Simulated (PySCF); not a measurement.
Correlation energy of Cl⁺ (chlorine, charge +1)

[Ne] 3s2 3p4, high-spin 3P determinant. Computed with PySCF 2.14 in aug-cc-pV(T+d)Z (6s5p4d2f, 55 functions), with the non-relativistic Hamiltonian (point nucleus). Frozen: [Ne]; 6 electrons correlated.

MP2 pair energies summed by pair of shells (mhartree):

```
 pair  energy  share (%)
3p-3p  -58.36       46.6
3s-3p  -57.29       45.7
3s-3s   -9.71        7.7
```

Total MP2 correlation energy: -125.36 mhartree.

Same-spin part -28.78 and opposite-spin part -96.57 mhartree; SCS-MP2 scales them by 1/3 and 6/5 to -125.48 mhartree.
